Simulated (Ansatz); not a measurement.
Consider the redistribution: `CC(C)[Si]Cl` + `C[CH](C)[Al]([OH])[OH]` → `CC(C)[Si]C(C)C` + `[OH][Al]([OH])[Cl]`.

Computed with Ansatz on PBE0-D4/def2-TZVP structures; ΔE is electronic, products minus reactants. CBS: MP2 limit from def2 TZ/QZ plus the TZ coupled-cluster correction, frozen cores. This one scheme is used for every species. Functionals use def2-TZVPP. One conformer a species, not always the lowest.

```json
{"level": "PBE-D4", "ΔE (kJ/mol)": "-11.8", "difference from CCSD(T)/CBS": "12.3"}
{"level": "ωB97X-V", "ΔE (kJ/mol)": "-21.0", "difference from CCSD(T)/CBS": "3.1"}
{"level": "B2PLYP", "ΔE (kJ/mol)": "-17.4", "difference from CCSD(T)/CBS": "6.7"}
{"level": "r2SCAN", "ΔE (kJ/mol)": "-19.8", "difference from CCSD(T)/CBS": "4.3"}
{"level": "MP2/def2-TZVPP", "ΔE (kJ/mol)": "-26.7", "difference from CCSD(T)/CBS": "-2.6"}
{"level": "CCSD(T)/def2-TZVPP", "ΔE (kJ/mol)": "-26.2", "difference from CCSD(T)/CBS": "-2.1"}
{"level": "HF/def2-QZVPP", "ΔE (kJ/mol)": "-28.1", "difference from CCSD(T)/CBS": "-4.0"}
{"level": "SCS-MP2/def2-QZVPP", "ΔE (kJ/mol)": "-24.8", "difference from CCSD(T)/CBS": "-0.7"}
{"level": "HF/CBS(def2)", "ΔE (kJ/mol)": "-28.1", "difference from CCSD(T)/CBS": "-4.0"}
{"level": "CCSD/CBS(def2)", "ΔE (kJ/mol)": "-24.8", "difference from CCSD(T)/CBS": "-0.7"}
{"level": "CCSD(T)/CBS", "ΔE (kJ/mol)": "-24.1", "difference from CCSD(T)/CBS": "0"}
```

Largest T1 diagnostic among the species: 0.011.

From PBE to PBE0 (25 % exact exchange), in def2-TZVPP and without D4, ΔE moves by −7.6 kJ/mol. The D4 term adds −4.7 kJ/mol with B3LYP and −2.8 kJ/mol with PBE0; it sums over pairs of atoms, weighted by their polarisabilities, and B3LYP, whose exchange is more repulsive, gets the larger term.

B3LYP here is the variant with VWN-RPA as its local correlation; programs differ in this.
